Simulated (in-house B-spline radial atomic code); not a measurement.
How numerical settings move a run on neutral krypton, [Ar] 3d10 4s2 4p6. Computed with a B-spline radial code for spherical atoms: non-relativistic B97-1, spin-polarised, spherical fractional occupations, point nucleus.

Command:
```bash
python run_scf.py task.json out
```
Settings of the sound reference run:
```
Z                36
electrons        36
configuration    [Ar] 3d10 4s2 4p6
hamiltonian      nr
method           b97_1
spin_polarised   True
knot_spacing     0.22
spline_order     8
gauss_points     12
box_radius       50
max_iterations   70
damping          0.5
damped_steps     3
diis_vectors     10
tolerance        1e-08
start            Thomas-Fermi
```

Cost of the run: 0.17 s on 1 thread of Intel(R) Xeon(R) 6975P-C (shared host).

It converges in 9 iterations to -2753.670025 hartree, with 4p up at -10.472 eV. The other runs change the listed settings, some to values that make no sense; their results aren't properties of the atom or ion. Radii are in bohr (the nuclear one in fm), a minus after a letter asks for a j subshell, and «unchanged» means within 1e-8 hartree. The run stops when the residual is below 10 × tolerance × max(1, Z/10), or a noise floor if that is larger, and the energy moves by less than 1e-8 × √|E| hartree; so very loose and very tight tolerances often act alike.

```tsv
changed settings	outcome
spline_order = 7, max_iterations = 60, damping = 0.8	converged in 10 iterations, energy -2.07e-06 hartree from the reference, 4p up level -1.6e-05 eV
gauss_points = 4	converged in 9 iterations, energy -6.01e-07 hartree from the reference, 4p up level +1.2e-06 eV
first_knot = 0.0833	converged in 9 iterations, energy +2.94e-03 hartree from the reference, 4p up level -1.9e-05 eV
first_knot = 2.78e-06	converged in 8 iterations, energy +2.69e-06 hartree from the reference, 4p up level +1.9e-04 eV
first_knot = 0.000278	converged in 9 iterations, energy +2.57e-06 hartree from the reference, 4p up level -1.1e-05 eV
knot_spacing = 0.1	converged in 9 iterations, energy -6.09e-06 hartree from the reference, 4p up level -2.7e-05 eV
gauss_points = 3	converged in 10 iterations, energy -5.37e+05 hartree from the reference, 4p up level +2.0e+00 eV
knot_spacing = 1.4, first_knot = 2.78e-05, max_iterations = 75, damping = 0.2	converged in 7 iterations, energy +2.76e+01 hartree from the reference, 4p up level -8.9e-01 eV
knot_spacing = 0.3	converged in 9 iterations, energy +2.48e-05 hartree from the reference, 4p up level -4.1e-05 eV
knot_spacing = 1.4, gauss_points = 4, max_iterations = 60, tolerance = 1e-05, start = bare nucleus	converged in 10 iterations, energy +1.68e+02 hartree from the reference, 4p up level -2.3e+00 eV (the program warns: 3s up reaches the box edge; 3s down reaches the box edge)
knot_spacing = 0.15	converged in 9 iterations, energy -5.62e-06 hartree from the reference, 4p up level -2.3e-05 eV
electrons = 37, configuration = [Ar] 3d10 4s2 4p6 5s-1, max_iterations = 50	stopped with error: j subshells need the Dirac Hamiltonian and l > 0
gauss_points = 16	converged in 9 iterations, energy unchanged
knot_spacing = 1	converged in 9 iterations, energy +9.17e+00 hartree from the reference, 4p up level -4.3e-01 eV
knot_spacing = 1.4	converged in 9 iterations, energy +1.70e+02 hartree from the reference, 4p up level -2.4e+00 eV (the program warns: 3s up reaches the box edge; 3s down reaches the box edge)
first_knot = 0.00833, max_iterations = 60, diis_vectors = 20	converged in 9 iterations, energy -2.31e-06 hartree from the reference, 4p up level -3.2e-06 eV
first_knot = 2.78e-05	converged in 8 iterations, energy -2.78e-06 hartree from the reference, 4p up level +1.9e-04 eV
hamiltonian = dirac, method = hf, spin_polarised = False, nucleus = fermi, rms_radius = 4.1884, mass_number = 84, atomic_mass = 83.9115, speed_of_light = 39.61711	converged in 11 iterations to -3558.3453 hartree, a different physical problem
```

Task: What happens with gauss_points = 5?

Result: Converged in 9 iterations, energy +1.89e-08 hartree from the reference.

Task: What happens with first_knot = 0.0278?

Result: Converged in 9 iterations, energy +2.01e-06 hartree from the reference, 4p up level -1.4e-05 eV.

Task: What happens with knot_spacing = 0.55, box_radius = 15, max_iterations = 50, tolerance = 1e-10, start = bare nucleus?

Result: Converged in 12 iterations, energy +4.84e-02 hartree from the reference, 4p up level -3.1e-03 eV.

Task: What happens with knot_spacing = 0.4?

Result: Converged in 9 iterations, energy +5.79e-04 hartree from the reference, 4p up level -2.3e-04 eV.
